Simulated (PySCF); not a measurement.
Gas-phase reaction: Ti(OH)4 + 2 Cl2 = TiCl4.H2O + H2 + 3 O

Method: PySCF energies (xtb for GFN2) plus ideal-gas RRHO corrections (1 bar). † marks an energy on the PBE0/def2-TZVP geometry and frequencies; other levels use their own. MP2 freezes the core. 6-31G* has spherical d functions here. Open shells (unrestricted): O (multiplicity 3, electronic degeneracy 9); the rest are closed-shell singlets. GFN2 has no spin-polarisation term. Spin-orbit splitting is ignored; it lowers the true energy and changes the entropy of O. B3LYP is the form with VWN-RPA correlation. Adducts (TiCl4.H2O) have no counterpoise correction, and HF, PBE, BLYP, B3LYP and PBE0 lack dispersion. Ti(OH)4, TiCl4.H2O: computed as isolated molecules; such fragments, hydroxides, amides, oligomers or adducts are transient or little studied in the gas. MP2 isn't extrapolated to the basis-set limit; its ΔH°(298 K) is 859.6 kJ in def2-SVP and 984.9 kJ in def2-TZVPP. The harmonic model lacks anharmonicity and excited electronic states, which grow with temperature; levels with a mode under 35 cm⁻¹ are left out. Soft modes under 120 cm⁻¹ make the harmonic entropy rough for TiCl4.H2O.

```csv
level,"ΔE electronic, kJ","ΔH°(298 K), kJ","ΔS°(298 K), J/K","ΔG°(1600 K), kJ"
B3LYP/6-31G*,941,920,235,523
GFN2-xTB,2015,1993,215,1633
HF/6-31G*,313,289,223,-89
HF/def2-TZVP†,363,340,229,-47
M06-2X/def2-TZVP†,1009,986,229,599
MP2/def2-SVP†,883,860,229,472
PBE/def2-SVP,1070,1048,228,664
PBE0/def2-SVP†,942,918,229,531
r2SCAN/def2-TZVP†,985,962,229,574
ωB97M-V/def2-TZVP†,1014,991,229,603
```
ΔH° is lowest at HF/6-31G* and highest at GFN2-xTB. No reference value is set beside these.
